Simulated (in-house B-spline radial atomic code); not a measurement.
PBE hybrid excitations of Yb2+

Method: PBE hybrid with 0.8 exact exchange. Computed with an all-electron radial atomic-structure program (B-spline basis): linear response of the closed shell [Xe] 4f14 with the functional's adiabatic kernel; scalar-relativistic (spin-free one-electron X2C), finite nucleus, no spin-orbit coupling, no double excitations, S, P, D and F terms only; shells from n = 3 respond. Only terms of natural parity with L up to 3 were computed.

Spin-orbit coupling is strong here, so these LS terms don't match observed levels.

Command:
```bash
python run_td.py task.json out
```
Settings (radii: box in bohr, nucleus in fm):
```
Z                        70
electrons                68
configuration            [Xe] 4f14
hamiltonian              x2c
method                   pbeh
box_radius               29.48
exact_exchange_fraction  0.8
rms_radius               5.3108
intervals                72
```

Run time, properties included: 6.1 s on 1 thread of Intel(R) Xeon(R) Platinum 8375C CPU @ 2.90GHz (Ice Lake), with other jobs on the host.

The lowest states, in the order of their Tamm-Dancoff energies; the method's threshold (minus the highest occupied level) is 26.939 eV. Labels give the largest channel, * marks a mixed state, and oscillator strengths are full-response dipole values. Semilocal kernels can invert the small singlet-triplet splittings of Rydberg terms. Energies in eV:

| state | full response | Tamm-Dancoff | oscillator strength |
| --- | --- | --- | --- |
| 4f → 5d 3P | 5.573 | 5.754 | - |
| 4f → 5d 3F | ? | ? | - |
| 4f → 6s 3F | ? | ? | - |

**Question.** Where does 4f → 5d 3F lie?

**Answer.** At 6.668 eV in full response, 6.755 eV in Tamm-Dancoff.

**Question.** Where does 4f → 6s 3F lie?

**Answer.** At 7.107 eV in full response, 7.121 eV in Tamm-Dancoff.

**Question.** What polarisabilities and dispersion coefficient does the method give?

**Answer.** Dipole 6.334 bohr³, quadrupole 13.54 bohr⁵, C6 32.92 hartree·bohr⁶ for two such species.
